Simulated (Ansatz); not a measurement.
Job for Ansatz (a first-principles code): U-r2SCAN/def2-TZVPP on TaF, 2S+1 = 3, a spin state set in the input, which need not be the lowest, a point of a bond scan (R = 1.814 Å). Elements past Kr take the def2 small-core potentials; no spin–orbit coupling.

Ansatz 0.2 input:
```yaml
crystal:
  periodic: [false, false, false]
  atoms:
    - {symbol: Ta, position_ang: [0.00000000, 0.00000000, 0.00000000]}
    - {symbol: F, position_ang: [0.00000000, 0.00000000, 1.81422200]}
basis:
  gaussian:
    orbitals: def2-TZVPP
    pivot_positions_ang: [[0.00000000, 0.00000000, 0.00000000], [0.00000000, 0.00000000, 1.81422200]]
hamiltonian:
  xc: {name: r2SCAN}
magnetization: {spin_polarized: true, initial_magnetization: 2}
output: {forces: true, orbitals: {seedname: ./end}}
```

The head of its log:

```
WARN ansatz: RAYON_NUM_THREADS=2 ignored (pool sized by the plan → 2); use --threads N
Functional definition: r2SCAN
integrals: 0.02 GiB planned
493 factors; their error is unknown
mean field: 0.28 GiB planned
mean field evaluation 1: about -4264.9679 eV, gradient 2.4e1 eV
mean field evaluation 2: about -4245.2566 eV, gradient 8.4e1 eV
```

**Question.** What total energy does the run end on?

**Answer.** -156.8127 hartree. Its determinant has ⟨S²⟩ = 2.35, a mixture of spin states.
